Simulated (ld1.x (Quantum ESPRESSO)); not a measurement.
**An all-electron radial function and its pseudo partner (V)**

Columns: radius, all-electron u(r) and pseudo u(r) of the 4s shell (level -3.87 eV) of vanadium in the configuration [Ne] 3s2 3p6 3d4 4s1 4p0; PBE, scalar-relativistic, PAW scheme, ld1.x (Quantum ESPRESSO) 7.5.

```
r (bohr)  all-electron   pseudo
   0.082        0.0102   0.1092
   0.165       -0.1281   0.2120
   0.248       -0.1320   0.3000
   0.330       -0.0504   0.3669
   0.413        0.0553   0.4108
   0.495        0.1461   0.4293
   0.578        0.2090   0.4238
   0.660        0.2397   0.3969
   0.742        0.2421   0.3529
   0.825        0.2215   0.2954
   0.908        0.1838   0.2299
   0.990        0.1354   0.1616
   1.072        0.0801   0.0931
   1.155        0.0207   0.0258
   1.238       -0.0394  -0.0381
   1.320       -0.0977  -0.0977
   1.402       -0.1537  -0.1538
   1.485       -0.2071  -0.2071
   1.568       -0.2568  -0.2568
   1.650       -0.3018  -0.3018
   1.733       -0.3433  -0.3433
   1.815       -0.3803  -0.3803
   1.898       -0.4137  -0.4137
   1.980       -0.4428  -0.4428
   2.062       -0.4684  -0.4684
   2.145       -0.4909  -0.4909
```

**Question.** How many radial nodes do the two functions have?

**Answer.** The all-electron 4s function has n − l − 1 = 3; the pseudo-wave has 1, since 1 lower shell of the same l stays in the valence.

**Question.** At about which radius was the pseudo-wave matched?

**Answer.** 1.50 bohr. The columns agree to 0.0005 from 1.32 bohr on; several derivatives are matched, so the curves merge somewhat inside the radius.

**Question.** Is the pseudo-wave norm-conserving?

**Answer.** No, it belongs to a PAW set: the norm inside the radius is not constrained, and the difference is carried by the augmentation charge.
